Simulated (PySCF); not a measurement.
**Structure revision by computed shifts**

A compound C$_{4}$H$_{7}$N$_{3}$ gives the data below (simulated from a calculation) and was assigned the structure `CCc1cn[nH]n1`.

¹³C{¹H} NMR (computed): δ 142.1 (C), 134.5 (C), 12.2 (CH3), 9.3 (CH3).

¹H NMR (500 MHz, computed): δ 10.69 (br s, 1H), 2.54 (s, 3H), 2.44 (s, 3H).

- couplings computed with B3LYP/pcJ-1 (spin–dipole term only in couplings to heteroatoms)
- geometry from GFN2-xTB
- shieldings: GIAO PBE0/pcSseg-1
- program: PySCF 2.14.0 with density-fitted response routines
- fast rotation and ring inversion assumed for equivalent nuclei, isolated molecule, one computed conformer, non-relativistic

Scale: ¹H and ¹³C vs TMS (reference shieldings calculated alike).

(1) Compare with the shifts computed for the proposed structure, pairing carbons in order of shift.

(2) Which isomer fits?

Answers

(1) Atom-mapped SMILES (the numbers label the heavy atoms): `[CH3:1][CH2:2][c:3]1[cH:4][n:5][nH:6][n:7]1`. Each H is labelled by its parent atom.

```csv
atom,computed for proposal,given list,difference
C3,155.3,142.1,+13.2
C4,137.0,134.5,+2.5
C2,23.6,12.2,+11.4
C1,20.4,9.3,+11.1
```

The rms difference is 10.4 ppm and the largest +13.2 ppm at C3 (substituted aromatic carbon next to a ring nitrogen). The carbon types in order of shift don't match either: C, CH, CH2, CH3 for the proposal against C, C, CH3, CH3 in the data. The proposal doesn't fit.

(2) SMILES Cc1c(C)nn[nH]1.

1. Carbon types of the structure: 2 × C, 2 × CH3, leaving 1 H on heteroatoms.
2. δC 142.1, 134.5: substituted aromatic carbon next to a ring nitrogen.
3. δC 12.2, 9.3: methyl carbon on an aromatic ring; aliphatic region, no heteroatom directly attached.
4. δH 10.69: hydrogen on a pyrrole-type ring nitrogen; exchangeable, gas-phase position.
5. δH 2.54, 2.44: hydrogen on a methyl carbon on an aromatic ring; benzylic-type position, deshielded by the ring.

Other isomers checked: Cc1cnnn1C (rms 11.5 ppm); Cc1nncn1C (rms 12.8 ppm).

The shifts were computed for this structure.

OH/NH shifts are gas-phase values; hydrogen bonding in solution moves them, usually downfield. Shifts are as computed. Against solution values, carbons near 30 ppm lie about +3 ppm off and those near 130 ppm about +5 ppm. Of 1211 compounds with measured shifts, 218 miss one by over three times the rms of a fit or turn the order of signals round; such compounds aren't used in these exercises.
